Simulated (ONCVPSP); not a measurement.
What one change does to a pseudopotential (arsenic (As), ONCV)

```json
{
  "Element": "arsenic",
  "Generator": "ONCVPSP 4.0.1",
  "Type": "optimised norm-conserving Vanderbilt (ONCV)",
  "Functional": "PBE",
  "Relativity": "fully relativistic",
  "Frozen core": "[Ar] 3d10",
  "Valence charge": "5",
  "Reference configuration": "4s2 4p3",
  "Partial waves": "4s: rc 1.65 bohr, ncon 4, nbas 8, qcut 3.9 1/bohr, 1 projector; 4p: rc 1.85 bohr, ncon 5, nbas 9, qcut 4.1 1/bohr, 1 projector; d scattering state at 0.29 Ha: rc 1.95 bohr, ncon 3, nbas 7, qcut 5.1 1/bohr, 2 projectors, debl 2.3 Ha",
  "Local potential": "polynomial inside 1.20 bohr (lpopt 5, dvloc0 3 Ha)",
  "Core correction": "Teter function, fcfact 4.5, rcfact 1.75"
}
```

Open shells are filled in proportion to 2j + 1.

Change: core correction Teter function, fcfact 1.3, rcfact 1.75.

Cutoffs: the cutoffs (Ha) at which the residual kinetic energy of the hardest occupied pseudo-wave falls to 1 and 0.1 mHa per electron; they do not see the model core or the augmentation charge, which bear on the density cutoff. Errors are all-electron minus pseudo energies relative to the spin-unpolarised reference configuration.

Q: What does the change do?

A: The potential gets neither clearly harder nor softer (17 Ha and 57 Ha → 17 Ha and 57 Ha); of the 4 tests that both files solve, the error grows in 0 and shrinks in 4 by more than 15 % and 0.3 meV (median size 139.6 → 48.9 meV); neither file shows a bound ghost. A model core, the more so a compact one, raises the density cutoff, which this test does not measure.

| quantity | base | changed |
| --- | --- | --- |
| cutoff, loose | 17 Ha | 17 Ha |
| cutoff, tight | 57 Ha | 57 Ha |
| bound ghosts | none | none |
| GHOST(+) flags under 300 eV | s at 28.0 eV | s at 28.0 eV |
| error for 4s2 4p2, meV [ΔE 9.15 eV] | -39 | -12 |
| error for 4s2 4p1, meV [ΔE 27.07 eV] | -240 | -85 |
| error for 4s2 4p0, meV [ΔE 54.78 eV] | -751 | -286 |
| error for 4s1 4p4, meV [ΔE 9.41 eV] | -13 | -3.8 |
| s: phases at 1.67 bohr within 0.05 rad from the reference energy up to (Ha; the scan ends near 5) | 0.6 | 0.6 |
| p3/2: phases at 1.87 bohr within 0.05 rad from the reference energy up to (Ha; the scan ends near 5) | 1.7 | 1.7 |
| p1/2: phases at 1.87 bohr within 0.05 rad from the reference energy up to (Ha; the scan ends near 5) | 1.8 | 1.8 |
| d5/2: phases at 1.98 bohr within 0.05 rad from the reference energy up to (Ha; the scan ends near 5) | 4.0 | 4.0 |
| d3/2: phases at 1.98 bohr within 0.05 rad from the reference energy up to (Ha; the scan ends near 5) | 4.0 | 4.0 |
| rms error of d²Exc/dni dnj with the model core, mHa | 1.75 | 4.05 |

Base: The cutoffs count occupied waves only; projector 2 of the d channel, the hardest unoccupied one, needs 66 Ha at the loose tolerance. Changed file: The cutoffs count occupied waves only; projector 2 of the d channel, the hardest unoccupied one, needs 66 Ha at the loose tolerance.
